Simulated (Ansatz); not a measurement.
Born–Oppenheimer molecular dynamics of CH$_{3}$Cl$_{3}$Si (8 atoms, charge 0, multiplicity 1). It starts from a relaxed structure.

Theory: Ansatz 0.2.0, RKS B3LYP-D4/6-31G*.

| Property | Result |
| --- | --- |
| ensemble | NVT, Nosé–Hoover chain |
| time step | 0.5 fs |
| steps asked | 250 |
| set temperature | 1500 K |
| thermostat | time constant 20 fs, chain length 3 |
| masses | H 2.014 u |
| seed | 673085 |

First frame:

```xyz
8
Properties=species:S:1:pos:R:3
Si 0.000 0.000 0.008
C 0.000 0.000 1.866
H -1.026 -0.064 2.242
H 0.568 -0.857 2.242
H 0.458 0.920 2.242
Cl 1.929 0.128 -0.712
Cl -1.075 1.606 -0.712
Cl -0.853 -1.734 -0.712
```

Question: How far do the bonds stretch over the last three quarters of this one trajectory? (Pairs bonded in most of those frames.)

Answer: 
```csv
bond,mean (Å),spread (Å),shortest,longest
Si1–C2,1.905,0.088,1.75,2.04
Si1–Cl6,2.099,0.055,2.00,2.18
Si1–Cl7,2.118,0.121,1.95,2.34
Si1–Cl8,2.085,0.044,2.01,2.15
C2–H3,1.105,0.047,1.01,1.19
C2–H4,1.176,0.139,0.92,1.40
C2–H5,1.112,0.063,1.01,1.24
```

Mean temperature of the second half: 1574 K. The conserved energy stayed within 1.6 meV per atom of its start (net change 0.044 meV per atom), so the integration is sound. A run of 0.12 ps of so small a system gives no equilibrium averages.

The run took 14 min on 2 threads of Arm Neoverse V1, on a shared host, peak memory 0.22 GiB.
